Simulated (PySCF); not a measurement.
One of the candidates below gave these computed data.

All candidates are C6H12O2.

| technique | computed result |
| --- | --- |
| 13C NMR | chemical shifts (computed TMS as zero) by class: 174.0 (1 C), 64.6 (1 C), 31.0 (1 C), 22.0 (1 C), 21.7 (1 C), 14.5 (1 C) ppm [GIAO PBE0/pcSseg-1] |
| UV, first state | lowest singlet excitation: 5.88 eV (211 nm, f = 0.001) [TDDFT B3LYP/def2-SVPD] |
| Triplet | lowest triplet excitation (Tamm–Dancoff): 5.39 eV [TDA B3LYP/def2-SVPD] |
| 1H NMR | chemical shifts (computed TMS as zero) by class: 3.95 (2 H), 1.96 (3 H), 1.54 (2 H), 1.31 (2 H), 0.95 (3 H) ppm [GIAO PBE0/pcSseg-1] |
| Rotational structure | rotational constants A, B, C: 5.103, 0.915, 0.844 GHz [PBE0-D3(BJ)/def2-SVP] |
| NMR, other nuclei | isotropic shieldings of nuclei other than C and H, by class: -98 (1 O), 113 (1 O) ppm [GIAO PBE0/pcSseg-1] |
| XPS | C1s 290.6, C1s 290.6, C1s 290.7, C1s 291.2, C1s 292.1, C1s 294.4, O1s 537.5, O1s 539.2 eV [ΔSCF SCAN, pcX-2 on the ionised atom, pcseg-1 elsewhere, spin-free X2C] |
| UV, strongest line | among the 10 lowest singlet transitions: S3 at 7.61 eV (163 nm, f = 0.132) [TDDFT B3LYP/def2-SVPD] |

Gas-phase values; electronic properties from PySCF, density fitting. Levels stand in brackets. One conformer (not necessarily the lowest) at the PBE0-D3(BJ)/def2-SVP geometry, without solvent, vibrations or thermal averaging. Each NMR value is the plain mean over a class of atoms that symmetry, rotation or inversion makes alike.

Task: Which candidate is it?
A. `COC(=O)C(C)(C)C`
B. `CCCC1OCCO1`
C. `CCCCCOC=O`
D. `CCCCOC(C)=O`

Result: D. It is `CCCCOC(C)=O`. Numbering: `[CH3:1][CH2:2][CH2:3][CH2:4][O:5][C:6]([CH3:7])=[O:8]`. Its formula, C6H12O2, gives 1 degree of unsaturation: 0 rings and 1 π bond in the structure found. 6 carbons fall into 6 classes; from least to most shielded: ester carbonyl carbon [C6] (174.0 ppm), sp3 carbon bound to oxygen [C4] (64.6 ppm), chain CH2 carbon [C3] (31.0 ppm), chain CH2 carbon [C2] (22.0 ppm), methyl carbon next to a carbonyl [C7] (21.7 ppm), methyl carbon [C1] (14.5 ppm). Hydrogen classes from least to most shielded: 2 H on an sp3 carbon bound to oxygen, C4 (3.95 ppm, a mean of values up to 1.5 ppm apart in this geometry), 3 H on a methyl carbon next to a carbonyl, C7 (1.96 ppm), 2 H on a chain CH2 carbon, C3 (1.54 ppm), 2 H on a chain CH2 carbon, C2 (1.31 ppm), 3 H on a methyl carbon, C1 (0.95 ppm). The other shieldings belong to: -98 ppm, ester carbonyl oxygen [O8]; 113 ppm, ester single-bonded oxygen [O5]. The core levels belong to: C1s 290.6 eV, chain CH2 carbon [C3]; C1s 290.6 eV, methyl carbon [C1]; C1s 290.7 eV, chain CH2 carbon [C2]; C1s 291.2 eV, methyl carbon next to a carbonyl [C7]; C1s 292.1 eV, sp3 carbon bound to oxygen [C4]; C1s 294.4 eV, ester carbonyl carbon [C6]; O1s 537.5 eV, ester carbonyl oxygen [O8]; O1s 539.2 eV, ester single-bonded oxygen [O5]. The optimised geometry has point group C1 and is an asymmetric top.

The others, at the same levels:
- `COC(=O)C(C)(C)C` fails: it has 4 carbon classes against 6; its computed 13C shifts are 183.3 (1 C), 52.1 (1 C), 38.9 (1 C), 28.7 (3 C) ppm, core binding energies are C1s 290.5 (×3), C1s 291.0, C1s 292.5, C1s 294.1, O1s 537.5, O1s 539.3 eV and 1H shifts are 3.58 (3 H), 1.14 (9 H) ppm.
- `CCCCCOC=O` fails: its computed 13C shifts are 164.7 (1 C), 64.9 (1 C), 31.8 (1 C), 30.4 (1 C), 26.6 (1 C), 16.6 (1 C) ppm, core binding energies are C1s 290.6, C1s 290.6, C1s 290.7, C1s 290.7, C1s 292.4, C1s 294.7, O1s 538.0, O1s 539.6 eV and 1H shifts are 7.83 (1 H), 4.02 (2 H), 1.52 (2 H), 1.23 (2 H), 1.02 (3 H), 0.91 (2 H) ppm.
- `CCCC1OCCO1` fails: its computed core binding energies are C1s 290.4, C1s 290.5, C1s 290.5, C1s 292.3 (×2), C1s 293.2, O1s 538.4 (×2) eV, rotational constant A is 5.824 GHz (against 5.103 GHz) and smallest rotational constant is 0.934 GHz (against 0.844 GHz).

Each candidate is one conformer, not necessarily the lowest. Dipoles, sizes and rotational constants follow the conformer. The torsions of the flexible species, by atom-mapped SMILES:
- `[CH3:1][CH2:2][CH2:3][CH2:4][O:5][C:6]([CH3:7])=[O:8]`: C1–C2–C3–C4 64°, C2–C3–C4–O5 173°, C3–C4–O5–C6 86°, C4–O5–C6–C7 178°
- `[CH3:1][O:2][C:3](=[O:4])[C:5]([CH3:6])([CH3:7])[CH3:8]`: C1–O2–C3–O4 -1°, O2–C3–C5–C6 57°

The conformers of `CCCCCOC=O` and `CCCC1OCCO1` aren't listed.
